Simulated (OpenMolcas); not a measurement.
## Ni4+: effect of the active space

* Program: OpenMolcas 26.06
* Method: CASSCF or its RAS form
* Basis: ANO-RCC-VQZP
* Scalar Hamiltonian: DKH2, point nucleus
* Spin-orbit coupling: state interaction with AMFI integrals over the reference wave functions, term energies averaged over their components

A. 6 electrons in 5 orbitals (3d); 2S+1 = 5 even, 5 roots; 2S+1 = 3 even, 45 roots; 2S+1 = 1 even, 50 roots; cost of the order of 29 core-seconds
B. 12 electrons in 8 orbitals (RAS1 3p, at most 2 holes; RAS2 3d); 2S+1 = 5 even, 5 roots; 2S+1 = 3 even, 45 roots; 2S+1 = 1 even, 44 roots; cost about 40 core-seconds
C. 6 electrons in 10 orbitals (3d 4d); 2S+1 = 5 even, 5 roots; 2S+1 = 3 even, 45 roots; 2S+1 = 1 even, 44 roots; cost about 3 core-minutes

Energies in cm-1 above 3d6 5D4, the measured ground level; measured values from Corliss and Sugar, J. Phys. Chem. Ref. Data 10, 197 (1981).

| Level | A | B | C | Measured |
| --- | --- | --- | --- | --- |
| 3d6 5D4 | 0.0 | 0.0 | 0.0 | 0.0 |
| 3d6 5D3 | 846 | 853 | 817 | 890 |
| 3d6 5D2 | 1433 | 1435 | 1380 | 1490 |
| 3d6 5D1 | 1810 | 1807 | 1740 | 1872 |
| 3d6 5D0 | 1994 | 1988 | 1916 | 2058 |
| 3d6 3H6 | 29588 | 31582 | 29049 | 27111 |
| 3d6 3H5 | 30007 | 31961 | 29441 | 27578 |
| 3d6 3P2(1) | 32223 | 28164 | 31555 | 26153 |
| 3d6 3F3(1) | 34289 | 32546 | 33586 | 29571 |
| 3d6 3F2(1) | 34659 | 32879 | 33947 | 29899 |
| 3d6 3P1(1) | 34699 | 30689 | 34043 | 28698 |
| 3d6 3P0(1) | 35673 | 31622 | 35012 | 29640 |
| 3d6 3G5 | 37329 | 37616 | 36652 | 33256 |
| 3d6 3G4 | 38150 | 38340 | 37448 | 34062 |
| 3d6 3G3 | 38471 | 38647 | 37744 | 34416 |
| 3d6 1I6 | 44663 | 47561 | 43788 | 41252 |
| 3d6 1G4(1) | 47259 | 45219 | 46345 | 42208 |
| 3d6 3D1 | 48187 | 45918 | 47156 |  |
| 3d6 3D2 | 48211 | 45930 | 47200 |  |
| 3d6 3D3 | 48455 | 46204 | 47455 | 41920 |
| 3d6 1F3 | 67327 | 65097 | 66062 | 57924 |
| 3d6 3P0(2) | 78874 | 73652 | 76646 | 66738 |
| 3d6 3F2(2) | 79463 | 75223 | 77231 | 68632 |
| 3d6 3F4(2) | 79524 | 75384 | 77398 | 68719 |

Deviations, from unrounded energies. A percentage is the sum of absolute deviations over the sum of measured energies, with the sign that they share, or ± where signs differ.

| Against measurement | Levels | A | B | C |
| --- | --- | --- | --- | --- |
| mean absolute deviation (cm-1) | 21 | 4900 | 3600 | 4100 |
| fine structure of the ground term (%) | 4 | -3.6 | -3.6 | -7.2 |
| other terms of the ground configuration (%) | 17 | +15.0 | +10.8 | +12.4 |

B lies closest to measurement on these levels and A furthest from it. The largest miss of B in the table is 3d6 1F3, by +7200 cm-1. The ranking rests on the paired levels alone, and a cruder setting can come out closer through cancelling errors.

The spin-orbit steps hold different terms of 3d6 (B lacks a 1D, a 1S; C lacks a 1D, a 1S), which shifts levels as well.

Among A to C the level of the table that moves most is 3d6 3P0(2), by 5200 cm-1 (lowest in B, highest in A).

Without dynamic correlation excited terms often stand tens of per cent too high (terms of higher spin than the ground term too low), and those without a measured partner can miss by more than the paired ones. Active for correlation alone: 3p; no level in the range computed is led by a configuration that opens it, so any true level of that kind is missing (holds for B). Active for correlation alone: 4d; no level in the range computed is led by a configuration that fills it, so any true level of that kind is missing (holds for C). Measured partners are found by configuration, term and J. A level has none where our copy of the source lacks it or the pairing is in doubt (some pairs that miss far off the trend of their configuration count as doubtful), and it then counts in no deviation. Only configurations of the active space appear. The table leaves out levels that lie high or whose names do not pair safely across all columns.

A number in round brackets counts repeated terms of one configuration in the order of the reference energies.
